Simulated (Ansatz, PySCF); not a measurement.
Here is a job for Ansatz (a quantum-chemistry and plane-wave program).
Ansatz 0.2 input:
```yaml
crystal:
  periodic: [false, false, false]
  atoms:
    - {symbol: C, position_ang: [-3.40177845, 0.90672999, -0.37893972]}
    - {symbol: O, position_ang: [-2.12115153, 0.59172966, 0.10534485]}
    - {symbol: C, position_ang: [-1.78222557, -0.76143086, -0.06980004]}
    - {symbol: C, position_ang: [-0.33836241, -0.96057827, 0.37538620]}
    - {symbol: O, position_ang: [0.52102439, -0.61830595, -0.68747809]}
    - {symbol: C, position_ang: [1.86416185, -0.60137980, -0.38302005]}
    - {symbol: C, position_ang: [2.31515922, 0.76383615, 0.33657603]}
    - {symbol: O, position_ang: [3.55481704, 0.69515998, 0.71951132]}
    - {symbol: H, position_ang: [-4.17595493, 0.32714022, 0.13946038]}
    - {symbol: H, position_ang: [-3.47866538, 0.71360167, -1.45561399]}
    - {symbol: H, position_ang: [-3.55256777, 1.96670747, -0.18796497]}
    - {symbol: H, position_ang: [-2.44909425, -1.40112506, 0.52971107]}
    - {symbol: H, position_ang: [-1.87391914, -1.05043051, -1.12668542]}
    - {symbol: H, position_ang: [-0.16562595, -2.00378920, 0.67605209]}
    - {symbol: H, position_ang: [-0.15060637, -0.30825395, 1.24119231]}
    - {symbol: H, position_ang: [2.41397724, -0.63595951, -1.32511826]}
    - {symbol: H, position_ang: [2.17052871, -1.42648804, 0.27032640]}
    - {symbol: H, position_ang: [2.06991292, 1.60052107, -0.34616327]}
    - {symbol: H, position_ang: [1.61276782, 0.78634306, 1.20456465]}
basis:
  gaussian:
    orbitals: STO-3G
magnetization: {spin_polarized: true, initial_magnetization: 1}
correlation: {method: ccsd_t, electrons: outside_noble_gas}
accuracy: high
```

Q: Write the same job for PySCF.

A: This is not unique; one that fits is 
```python
from pyscf import gto, scf, cc

mol = gto.M(
    atom='''
C    -3.401778    0.906730   -0.378940
O    -2.121152    0.591730    0.105345
C    -1.782226   -0.761431   -0.069800
C    -0.338362   -0.960578    0.375386
O     0.521024   -0.618306   -0.687478
C     1.864162   -0.601380   -0.383020
C     2.315159    0.763836    0.336576
O     3.554817    0.695160    0.719511
H    -4.175955    0.327140    0.139460
H    -3.478665    0.713602   -1.455614
H    -3.552568    1.966707   -0.187965
H    -2.449094   -1.401125    0.529711
H    -1.873919   -1.050431   -1.126685
H    -0.165626   -2.003789    0.676052
H    -0.150606   -0.308254    1.241192
H     2.413977   -0.635960   -1.325118
H     2.170529   -1.426488    0.270326
H     2.069913    1.600521   -0.346163
H     1.612768    0.786343    1.204565
''',
    basis='sto-3g',
    charge=0,
    spin=1,
    verbose=4,
)

mf = scf.UHF(mol)
mf.kernel()

mycc = cc.CCSD(mf, frozen=8)
mycc.kernel()
et = mycc.ccsd_t()
print('E(CCSD(T)) = %.10f' % (mycc.e_tot + et))
```

Both were run: Ansatz gave -415.360947 Eh and PySCF -415.360947 Eh, 0.000 mEh apart.
